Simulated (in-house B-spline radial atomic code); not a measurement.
**HSE06 excitations of Cl7+**

Method: HSE06. Computed with a B-spline radial code for spherical atoms: linear response of the closed shell [He] 2s2 2p6 with the functional's adiabatic kernel; non-relativistic, point nucleus, no spin-orbit coupling, no double excitations, S, P, D and F terms only. Only terms of natural parity with L up to 3 were computed.

Command:
```bash
python run_td.py task.json out
```
Settings (radii: box in bohr, nucleus in fm):
```
Z                        17
electrons                10
configuration            [He] 2s2 2p6
hamiltonian              nr
method                   hse06
box_radius               12.81
intervals                50
```

Cost of the run: 0.4 s on 1 thread of Arm Neoverse N1, with other jobs on the host.

The lowest states, in the order of their Tamm-Dancoff energies; the method's threshold (minus the highest occupied level) is 329.73 eV. Labels give the largest channel, * marks a mixed state, and oscillator strengths are full-response dipole values. Semilocal kernels can invert the small singlet-triplet splittings of Rydberg terms. Energies in eV:

```csv
state,full response,Tamm-Dancoff,oscillator strength
2p → 3s 3P,203.49,203.50,-
2p → 3s 1P,205.05,205.08,0.207
2p → 3p 3S,216.92,216.97,-
2p → 3p 3D,218.50,218.52,-
2p → 3p 1D,219.74,219.74,-
2p → 3p 1S,228.20,228.81,-
2p → 3d 3P,?,?,-
2p → 3d 3F,239.19,239.21,-
2p → 3d 1F,240.17,240.18,-
2p → 3d 1P,243.97,244.13,1.67
2s → 3s 3S,264.60,264.61,-
2s → 3s 1S,267.42,267.52,-
2p → 4s 3P,268.74,268.75,-
2p → 4s 1P,269.22,269.22,0.0351
2p → 4p 3S,?,?,-
2p → 4p 3D,274.27,274.28,-
2p → 4p 1D,274.65,274.66,-
2p → 4p 1S,277.98,278.29,-
2s → 3p 3P,279.98,279.99,-
2s → 3p 1P,281.12,281.13,0.412
2p → 4d 3P,281.50,281.51,-
2p → 4d 3F,281.61,281.62,-
```

Task: Where does 2p → 4p 3S lie?

Result: At 273.91 eV in full response, 273.92 eV in Tamm-Dancoff.

Task: Where does 2p → 3d 3P lie?

Result: At 238.74 eV in full response, 238.75 eV in Tamm-Dancoff.

Task: How large is the singlet-triplet splitting of 2p → 3s (P terms) in Tamm-Dancoff?

Result: 1.57 eV, from the unrounded values.

Task: What polarisabilities and dispersion coefficient does the method give?

Result: Dipole 0.05241 bohr³, quadrupole 0.01849 bohr⁵, C6 0.02264 hartree·bohr⁶ for two such species.
